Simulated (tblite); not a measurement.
A geometry optimisation, step by step.

Species: C10H9P.
Bonds: C1–C2, C2–C3 (aromatic), C3–P4 (aromatic), P4–C5 (aromatic), C5–C6 (aromatic), C6–C7 (aromatic), C7–C8 (aromatic), C8–C9 (aromatic), C9–C10 (aromatic), C10–C11 (aromatic), C2–C11 (aromatic), C6–C11 (aromatic). Hydrogens: H12, H13, H14 on C1; H15 on C3; H16 on C5; H17 on C7; H18 on C8; H19 on C9; H20 on C10.

Computed with GFN2-xTB (tblite), gas phase: L-BFGS steps from a force-field or distance-geometry start until the largest atomic force falls under 0.01 eV/Å. 5 of its 23 geometries are shown.

Step 0: E = -774.8775 eV, largest atomic force 3.239 eV/Å
```
atom  x, y, z in Å  |  force x, y, z in eV/Å
C1     -2.558   -0.648    0.351   -0.329   0.428   0.163
C2     -1.447    0.372    0.196   -0.473   0.869   0.235
C3     -1.822    1.710    0.281    1.191   0.315  -0.282
P4     -0.698    3.141    0.128    1.331  -2.950  -0.140
C5      0.865    2.217   -0.088   -2.599   1.888   0.313
C6      0.993    0.833   -0.135    0.138   0.160   0.028
C7      2.299    0.337   -0.325    0.742  -1.255  -0.052
C8      2.568   -1.028   -0.372   -0.064   0.968  -0.058
C9      1.525   -1.935   -0.240   -1.509   0.582   0.260
C10     0.215   -1.461   -0.047    1.105  -0.377  -0.193
C11    -0.096   -0.083    0.009   -0.242  -0.142  -0.008
H12    -3.542   -0.163    0.497    0.572  -0.062  -0.055
H13    -2.649   -1.257   -0.541    0.124  -0.176  -0.054
H14    -2.389   -1.282    1.223    0.084  -0.019  -0.155
H15    -2.878    1.983    0.431    0.610  -0.280  -0.081
H16     1.735    2.858   -0.198   -0.100  -0.254   0.003
H17     3.143    1.018   -0.428   -0.373  -0.018   0.033
H18     3.577   -1.393   -0.524   -0.084   0.140   0.031
H19     1.710   -2.998   -0.275   -0.033   0.029   0.005
H20    -0.555   -2.211    0.055   -0.090   0.153   0.008
```

Step 6: E = -775.2654 eV, largest atomic force 0.135 eV/Å
```
atom  x, y, z in Å  |  force x, y, z in eV/Å
C1     -2.552   -0.634    0.351    0.017  -0.055   0.005
C2     -1.439    0.366    0.205   -0.002   0.046  -0.024
C3     -1.762    1.691    0.265    0.010   0.063   0.017
P4     -0.669    3.054    0.129    0.023   0.038  -0.001
C5      0.807    2.223   -0.086   -0.015   0.088   0.014
C6      0.987    0.831   -0.130   -0.031   0.069   0.002
C7      2.297    0.328   -0.320    0.003   0.013  -0.010
C8      2.551   -1.010   -0.374   -0.021   0.002   0.019
C9      1.490   -1.911   -0.233    0.061  -0.078  -0.020
C10     0.214   -1.456   -0.049   -0.030  -0.131   0.011
C11    -0.096   -0.082    0.009    0.026  -0.075   0.008
H12    -3.513   -0.143    0.496    0.098   0.063  -0.017
H13    -2.628   -1.261   -0.536    0.023  -0.026  -0.055
H14    -2.375   -1.280    1.208    0.028  -0.048   0.057
H15    -2.800    1.965    0.419   -0.013  -0.051  -0.010
H16     1.691    2.839   -0.194    0.039  -0.011  -0.017
H17     3.112    1.028   -0.426   -0.025   0.105   0.006
H18     3.556   -1.377   -0.520   -0.007   0.005  -0.002
H19     1.692   -2.972   -0.272   -0.054  -0.010   0.007
H20    -0.569   -2.187    0.056   -0.129  -0.009   0.011
```

Step 11: E = -775.2716 eV, largest atomic force 0.038 eV/Å
```
atom  x, y, z in Å  |  force x, y, z in eV/Å
C1     -2.543   -0.639    0.350    0.012   0.009  -0.002
C2     -1.433    0.366    0.203    0.008   0.003   0.011
C3     -1.756    1.692    0.265   -0.004  -0.020   0.000
P4     -0.669    3.059    0.131   -0.003   0.007   0.004
C5      0.806    2.227   -0.085   -0.007  -0.002   0.000
C6      0.984    0.834   -0.129    0.009  -0.012   0.000
C7      2.293    0.333   -0.320    0.006  -0.019   0.001
C8      2.546   -1.008   -0.372   -0.016  -0.021  -0.001
C9      1.488   -1.916   -0.233   -0.027  -0.002   0.010
C10     0.209   -1.466   -0.048    0.004   0.014  -0.003
C11    -0.093   -0.088    0.010    0.004   0.001   0.000
H12    -3.495   -0.132    0.493    0.016  -0.008  -0.003
H13    -2.621   -1.263   -0.540    0.016   0.007   0.015
H14    -2.370   -1.285    1.211    0.010   0.011  -0.021
H15    -2.796    1.956    0.416   -0.030  -0.007   0.000
H16     1.694    2.837   -0.197    0.024   0.006  -0.009
H17     3.102    1.043   -0.424   -0.027  -0.009   0.003
H18     3.552   -1.374   -0.519   -0.030   0.014   0.006
H19     1.686   -2.978   -0.272    0.008   0.007  -0.004
H20    -0.588   -2.187    0.057    0.030   0.022  -0.007
```

Step 16: E = -775.2721 eV, largest atomic force 0.013 eV/Å
```
atom  x, y, z in Å  |  force x, y, z in eV/Å
C1     -2.541   -0.639    0.350    0.004   0.000   0.000
C2     -1.432    0.366    0.204   -0.003   0.001   0.001
C3     -1.757    1.692    0.266    0.001   0.001   0.001
P4     -0.669    3.059    0.131   -0.002   0.001   0.002
C5      0.806    2.228   -0.085   -0.001  -0.002   0.000
C6      0.984    0.834   -0.129   -0.004   0.002   0.003
C7      2.292    0.331   -0.320   -0.003   0.007   0.001
C8      2.543   -1.009   -0.372    0.006   0.007   0.001
C9      1.486   -1.917   -0.233   -0.005   0.003  -0.001
C10     0.208   -1.465   -0.048   -0.007   0.007   0.003
C11    -0.093   -0.087    0.010   -0.007   0.008   0.003
H12    -3.492   -0.132    0.492   -0.002  -0.008   0.000
H13    -2.617   -1.263   -0.540    0.011   0.003  -0.002
H14    -2.367   -1.285    1.209    0.009   0.001   0.000
H15    -2.799    1.953    0.416    0.003  -0.001  -0.002
H16     1.696    2.836   -0.199   -0.006   0.000  -0.003
H17     3.099    1.043   -0.424    0.009  -0.006  -0.002
H18     3.549   -1.373   -0.518    0.009  -0.009  -0.001
H19     1.685   -2.978   -0.272   -0.004  -0.011  -0.001
H20    -0.587   -2.185    0.056   -0.008  -0.004  -0.001
```

Step 22: E = -775.2722 eV, largest atomic force 0.009 eV/Å
```
atom  x, y, z in Å  |  force x, y, z in eV/Å
C1     -2.538   -0.639    0.350    0.001  -0.003   0.000
C2     -1.432    0.368    0.206    0.005   0.003  -0.002
C3     -1.758    1.693    0.267   -0.002   0.004   0.001
P4     -0.670    3.061    0.132    0.006  -0.004  -0.002
C5      0.805    2.228   -0.085    0.005  -0.001  -0.001
C6      0.984    0.835   -0.128    0.005   0.002  -0.002
C7      2.292    0.331   -0.319   -0.001   0.001   0.000
C8      2.542   -1.010   -0.371   -0.003   0.001   0.001
C9      1.484   -1.917   -0.233    0.004  -0.001   0.000
C10     0.207   -1.464   -0.047    0.004  -0.002  -0.002
C11    -0.093   -0.085    0.012    0.007   0.000   0.000
H12    -3.492   -0.137    0.492   -0.003  -0.002   0.000
H13    -2.610   -1.262   -0.541   -0.001  -0.006  -0.003
H14    -2.361   -1.285    1.209   -0.001  -0.007   0.004
H15    -2.800    1.952    0.415   -0.002   0.007   0.002
H16     1.695    2.837   -0.201   -0.004   0.004   0.000
H17     3.100    1.041   -0.425   -0.003   0.000   0.001
H18     3.548   -1.375   -0.518   -0.009   0.001   0.001
H19     1.682   -2.978   -0.273   -0.005   0.002  -0.001
H20    -0.590   -2.183    0.056   -0.001   0.002   0.001
```

Task: Summarise the path.

Result: The energy falls by 38.08 kJ/mol from step 0 to step 22; nine tenths of that is first reached at step 4. It falls at every step. The largest force goes from 3.239 to 0.009 eV/Å. Among the bonds P4–C5 changes most, from 1.828 to 1.708 Å; the atoms move by 0.046 Å rms after alignment.

Task: Follow the three bonds and two angles with the largest change from start to end.

Result: 
```json
{"step": "0", "E above end (kJ/mol)": "38.08", "largest force (eV/Å)": "3.239", "P4–C5 (Å)": "1.828", "C3–P4 (Å)": "1.826", "C9–C10 (Å)": "1.406", "C6–C5–H16 (°)": "120.7", "P4–C5–H16 (°)": "113.5"}
{"step": "1", "E above end (kJ/mol)": "11.54", "largest force (eV/Å)": "1.305", "P4–C5 (Å)": "1.745", "C3–P4 (Å)": "1.791", "C9–C10 (Å)": "1.366", "C6–C5–H16 (°)": "116.8", "P4–C5–H16 (°)": "116.9"}
{"step": "2", "E above end (kJ/mol)": "6.64", "largest force (eV/Å)": "0.724", "P4–C5 (Å)": "1.705", "C3–P4 (Å)": "1.767", "C9–C10 (Å)": "1.373", "C6–C5–H16 (°)": "115.6", "P4–C5–H16 (°)": "118.1"}
{"step": "3", "E above end (kJ/mol)": "4.31", "largest force (eV/Å)": "0.439", "P4–C5 (Å)": "1.706", "C3–P4 (Å)": "1.760", "C9–C10 (Å)": "1.374", "C6–C5–H16 (°)": "116.0", "P4–C5–H16 (°)": "117.8"}
{"step": "4", "E above end (kJ/mol)": "1.83", "largest force (eV/Å)": "0.265", "P4–C5 (Å)": "1.709", "C3–P4 (Å)": "1.750", "C9–C10 (Å)": "1.371", "C6–C5–H16 (°)": "117.0", "P4–C5–H16 (°)": "116.9"}
{"step": "5", "E above end (kJ/mol)": "1.21", "largest force (eV/Å)": "0.179", "P4–C5 (Å)": "1.709", "C3–P4 (Å)": "1.751", "C9–C10 (Å)": "1.371", "C6–C5–H16 (°)": "117.1", "P4–C5–H16 (°)": "116.5"}
{"step": "6", "E above end (kJ/mol)": "0.66", "largest force (eV/Å)": "0.135", "P4–C5 (Å)": "1.708", "C3–P4 (Å)": "1.752", "C9–C10 (Å)": "1.367", "C6–C5–H16 (°)": "117.1", "P4–C5–H16 (°)": "116.2"}
{"step": "7", "E above end (kJ/mol)": "0.45", "largest force (eV/Å)": "0.134", "P4–C5 (Å)": "1.707", "C3–P4 (Å)": "1.753", "C9–C10 (Å)": "1.368", "C6–C5–H16 (°)": "117.0", "P4–C5–H16 (°)": "116.1"}
{"step": "8", "E above end (kJ/mol)": "0.25", "largest force (eV/Å)": "0.092", "P4–C5 (Å)": "1.707", "C3–P4 (Å)": "1.753", "C9–C10 (Å)": "1.367", "C6–C5–H16 (°)": "116.9", "P4–C5–H16 (°)": "116.2"}
{"step": "9", "E above end (kJ/mol)": "0.15", "largest force (eV/Å)": "0.084", "P4–C5 (Å)": "1.707", "C3–P4 (Å)": "1.753", "C9–C10 (Å)": "1.368", "C6–C5–H16 (°)": "116.9", "P4–C5–H16 (°)": "116.4"}
{"step": "10", "E above end (kJ/mol)": "0.09", "largest force (eV/Å)": "0.050", "P4–C5 (Å)": "1.707", "C3–P4 (Å)": "1.752", "C9–C10 (Å)": "1.368", "C6–C5–H16 (°)": "116.8", "P4–C5–H16 (°)": "116.5"}
{"step": "11", "E above end (kJ/mol)": "0.06", "largest force (eV/Å)": "0.038", "P4–C5 (Å)": "1.707", "C3–P4 (Å)": "1.752", "C9–C10 (Å)": "1.369", "C6–C5–H16 (°)": "116.8", "P4–C5–H16 (°)": "116.6"}
{"step": "12", "E above end (kJ/mol)": "0.04", "largest force (eV/Å)": "0.030", "P4–C5 (Å)": "1.707", "C3–P4 (Å)": "1.752", "C9–C10 (Å)": "1.368", "C6–C5–H16 (°)": "116.8", "P4–C5–H16 (°)": "116.6"}
{"step": "13", "E above end (kJ/mol)": "0.03", "largest force (eV/Å)": "0.022", "P4–C5 (Å)": "1.707", "C3–P4 (Å)": "1.752", "C9–C10 (Å)": "1.368", "C6–C5–H16 (°)": "116.7", "P4–C5–H16 (°)": "116.7"}
{"step": "14", "E above end (kJ/mol)": "0.02", "largest force (eV/Å)": "0.020", "P4–C5 (Å)": "1.707", "C3–P4 (Å)": "1.753", "C9–C10 (Å)": "1.368", "C6–C5–H16 (°)": "116.7", "P4–C5–H16 (°)": "116.7"}
{"step": "15", "E above end (kJ/mol)": "0.02", "largest force (eV/Å)": "0.016", "P4–C5 (Å)": "1.707", "C3–P4 (Å)": "1.753", "C9–C10 (Å)": "1.368", "C6–C5–H16 (°)": "116.7", "P4–C5–H16 (°)": "116.7"}
{"step": "16", "E above end (kJ/mol)": "0.02", "largest force (eV/Å)": "0.013", "P4–C5 (Å)": "1.707", "C3–P4 (Å)": "1.753", "C9–C10 (Å)": "1.368", "C6–C5–H16 (°)": "116.7", "P4–C5–H16 (°)": "116.7"}
{"step": "17", "E above end (kJ/mol)": "0.01", "largest force (eV/Å)": "0.013", "P4–C5 (Å)": "1.707", "C3–P4 (Å)": "1.753", "C9–C10 (Å)": "1.368", "C6–C5–H16 (°)": "116.7", "P4–C5–H16 (°)": "116.7"}
{"step": "18", "E above end (kJ/mol)": "0.01", "largest force (eV/Å)": "0.016", "P4–C5 (Å)": "1.707", "C3–P4 (Å)": "1.753", "C9–C10 (Å)": "1.368", "C6–C5–H16 (°)": "116.7", "P4–C5–H16 (°)": "116.7"}
{"step": "19", "E above end (kJ/mol)": "0.01", "largest force (eV/Å)": "0.015", "P4–C5 (Å)": "1.707", "C3–P4 (Å)": "1.753", "C9–C10 (Å)": "1.368", "C6–C5–H16 (°)": "116.7", "P4–C5–H16 (°)": "116.7"}
{"step": "20", "E above end (kJ/mol)": "0.00", "largest force (eV/Å)": "0.012", "P4–C5 (Å)": "1.707", "C3–P4 (Å)": "1.753", "C9–C10 (Å)": "1.368", "C6–C5–H16 (°)": "116.7", "P4–C5–H16 (°)": "116.7"}
{"step": "21", "E above end (kJ/mol)": "0.00", "largest force (eV/Å)": "0.012", "P4–C5 (Å)": "1.708", "C3–P4 (Å)": "1.753", "C9–C10 (Å)": "1.368", "C6–C5–H16 (°)": "116.7", "P4–C5–H16 (°)": "116.7"}
{"step": "22", "E above end (kJ/mol)": "0.00", "largest force (eV/Å)": "0.009", "P4–C5 (Å)": "1.708", "C3–P4 (Å)": "1.753", "C9–C10 (Å)": "1.368", "C6–C5–H16 (°)": "116.7", "P4–C5–H16 (°)": "116.7"}
```

The cost below is that of the whole relaxation. Time: 0.16 s wall. Hardware: one thread of an Arm Neoverse V2, shared host with 96 logical CPUs at a one-minute load of 16.
